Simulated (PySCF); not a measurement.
Q: Give a PBE0-D3(BJ)/def2-SVP geometry of `[SiH2](O[SiH3])N=C`.

A: 
```xyz
12
CH7NOSi2 angstrom
C      2.3462    0.8242    0.3965
N      1.2729    0.6037   -0.2280
Si     0.5112   -0.9612   -0.4253
O     -1.0439   -0.8356    0.1154
Si    -2.3303    0.2183    0.0707
H      2.9554    0.0411    0.9001
H      2.7503    1.8511    0.4783
H      1.1863   -2.0348    0.3664
H      0.5344   -1.2776   -1.8811
H     -3.5418   -0.5259    0.5169
H     -2.0941    1.3735    0.9851
H     -2.5446    0.7263   -1.3181
```

Orientation and origin are arbitrary. Atoms count from 1 in this order. O4 (siloxane oxygen) is bent (angle 140.1°). Si5 (oxygen-bound silicon) is tetrahedral (angles from 107.7° to 110.6°). Si3 (oxygen-bound silicon) is tetrahedral (angles from 107.0° to 112.7°).

Bonds between heavy atoms (Å): C1=N2 1.261, N2–Si3 1.752, Si3–O4 1.651, O4–Si5 1.664.

Theory: PySCF, PBE0-D3(BJ)/def2-SVP geometry optimisation, gas phase.

Point group: C1 (no symmetry element, even within 0.4 Å). No frequency check. One conformer, not necessarily the lowest (C1–N2–Si3–O4 125°, N2–Si3–O4–Si5 41°).

The run took 67 s of wall time on one thread of an Arm Neoverse V1, on a shared host. These figures are those of the optimisation.
